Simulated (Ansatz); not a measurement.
Reactions of C3H5N, SMILES `CN1C=C1`.

Computed with Ansatz on PBE0-D4/def2-TZVP structures; ΔE is electronic, products minus reactants. CCSD(T)/CBS is the MP2 limit (def2-TZVPP, def2-QZVPP) plus CCSD(T) − MP2 in def2-TZVPP, frozen cores. This one scheme is used for every species, atoms too. Functionals use def2-TZVPP. Open shells (•) are unrestricted, without spin–orbit coupling. Spin–orbit coupling would lower the free atoms: a little for C. Elements past krypton have def2 core potentials. For Se, Te outer-core shells are correlated without core-valence functions, so the limit isn't a true one: a few kJ/mol of doubt a bond, and 10 to 20 or more in all where bonds break to atoms. Scalar relativity is left out up to krypton. Each species was taken in one conformer, which may not be the lowest.

```csv
reaction,ωB97X-V (kJ/mol),B2PLYP (kJ/mol)
`CN1C=C1` + `B[Se]C` → `B[Se]CC` + `C1=CN1`,-19,-19
`CN1C=C1` → `C1=CN1` + `[CH2]` (triplet),428,409
`CN1C=C1` → 3 C• + 5 H• + N•,3460,3422
`CN1C=C1` + `C[SiH2][TeH]` → `CC[SiH2][TeH]` + `C1=CN1`,-9,-7
```

(1) Give the CCSD(T)/CBS values in the same order. (Estimate.)

Largest T1 diagnostic: 0.013, for `B[Se]C`.

Results:

(1) Computed: -23, 416, 3444, -11 kJ/mol.
